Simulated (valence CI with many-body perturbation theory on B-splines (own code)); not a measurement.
The numbers below are computed, except where a source is named.
## Yb XXXIX: magnetic and hyperfine properties of the levels

Method: relativistic CI+MBPT: four valence electrons over a frozen Dirac-Fock core [Ar] 3d10, a basis of 11 s, 11 p, 9 d, 7 f, 5 g, 2 h, 1 i functions for each j, with the one-electron correlation potential Σ1 (screened to all orders), the two-electron term Σ2, the three-electron term Σ3, Breit, model QED; selected single and double excitations, second order for the rest (own B-spline code, finite nucleus).

No measured spectrum was set against this ion. As an estimate, large intervals hold to a few tenths of a per cent, small ones and those within an open d or f shell to about a per cent.

A/g_I is the dipole constant over the nuclear g factor μ/I (μ in nuclear magnetons, uniformly magnetised nucleus), B/Q the quadrupole constant per barn. Both hold the static response of the core; the bare values leave it out. Large factors of s and p1/2 electrons are usually good to 5 to 10 %; those of open d and f shells near neutrality can be off by tens of per cent, and small factors of p3/2, d and f electrons come from cancelling terms and can be off by a factor of two or in sign, in half-filled shells by more. B is blank for J = 1/2, where it vanishes, and for nearly pure S terms. Energies count from the lowest level. Levels with J = 0 are left out.

Levels are named by their leading jj configuration (3d3/2^4 stands for four electrons in 3d with j = 3/2), which in mixed levels can hold well under half, so a name can repeat and another be missing. Letters in brackets count levels of one name in rising energy.

```csv
Level,E (cm⁻¹),g,A/g_I (MHz),A/g_I bare,B/Q (MHz/b),B/Q bare
(4s^2 4p1/2 4p3/2) J=1,540330,1.497,-35000,-34300,45900,44400
(4s^2 4p1/2 4p3/2) J=2,572060,1.182,127000,123000,78800,76000
(4s^2 4p3/2^2) J=2,1136400,1.310,47600,45700,12900,12500
(4s 4p1/2^2 4p3/2) J=2,1234300,1.588,319000,308000,79200,76400
(4s 4p1/2^2 4p3/2) J=1,1343200,1.040,-219000,-212000,62900,60700
(4s^2 4p1/2 4d3/2) J=2,1661000,0.774,104000,101000,14000,13800
(4s 4p1/2 4p3/2^2) J=2 [a],1724700,1.531,189000,183000,22500,21700
(4s 4p1/2 4p3/2^2) J=3,1782400,1.281,222000,214000,-12500,-11900
(4s^2 4p1/2 4d3/2) J=1,1791100,0.918,-91400,-87600,741,863
(4s^2 4p1/2 4d5/2) J=2,1883100,1.219,-31500,-29900,21700,21100
(4s^2 4p1/2 4d5/2) J=3,1892400,1.156,130000,126000,30000,29200
(4s 4p1/2 4p3/2^2) J=1 [a],1917600,1.258,452000,437000,-65900,-63600
(4s 4p1/2 4p3/2^2) J=2 [b],1944900,1.144,30200,29300,-9730,-9470
(4s 4p1/2 4p3/2^2) J=1 [b],1953400,1.338,-7170,-6790,37300,36000
(4s^2 4p3/2 4d3/2) J=2,2321000,1.092,38800,37700,-4630,-4480
(4s^2 4p3/2 4d3/2) J=1,2326800,1.137,25900,25200,-37700,-36500
(4s^2 4p3/2 4d5/2) J=2,2340600,1.291,143000,138000,-73800,-71200
(4s^2 4p3/2 4d3/2) J=3,2341100,1.133,37700,36700,79700,77200
(4s 4p1/2^2 4d3/2) J=1,2365900,0.398,-254000,-244000,7550,7430
(4s^2 4p3/2 4d5/2) J=4,2370100,1.247,23100,22600,111000,108000
(4s 4p1/2^2 4d3/2) J=2,2387100,1.174,270000,261000,13600,13300
(4s^2 4p3/2 4d5/2) J=1,2501200,1.218,-86300,-82500,-4500,-4320
(4s^2 4p3/2 4d5/2) J=3,2510400,1.164,25900,25300,17000,16700
(4s 4p3/2^3) J=2,2520300,1.331,189000,183000,-77900,-75300
(4s 4p1/2^2 4d5/2) J=3,2530700,1.367,192000,186000,14700,14500
(4s 4p1/2^2 4d5/2) J=2,2551900,1.176,-81000,-77500,-12000,-11400
(4s 4p3/2^3) J=1,2601300,1.066,-143000,-138000,-13600,-13000
(4p1/2^2 4p3/2^2) J=2,2676100,1.114,-20100,-19000,35100,34100
(4s 4p1/2 4p3/2 4d3/2) J=1 [a],2850600,1.191,143000,139000,-44700,-43200
(4s 4p1/2 4p3/2 4d3/2) J=2 [a],2855000,1.119,111000,108000,-28100,-27100
(4s 4p1/2 4p3/2 4d3/2) J=3 [a],2869400,1.156,161000,155000,15800,15400
(4s 4p1/2 4p3/2 4d3/2) J=4,2916700,1.203,198000,192000,57000,55200
(4s 4p1/2 4p3/2 4d5/2) J=4 [a],2961600,1.400,124000,120000,111000,107000
(4s 4p1/2 4p3/2 4d3/2) J=2 [b],2971500,0.893,105000,102000,-49100,-47400
```

**Question.** Take the isotope of mass number 171, with I = 1/2, μ = 0.4923 μN. What is the hyperfine structure of (4s 4p1/2^2 4p3/2) J=1?

**Answer.** From the table A = -216000 MHz. Shifts from the centre of gravity in MHz: F = 1/2: 216000, F = 3/2: -108000.
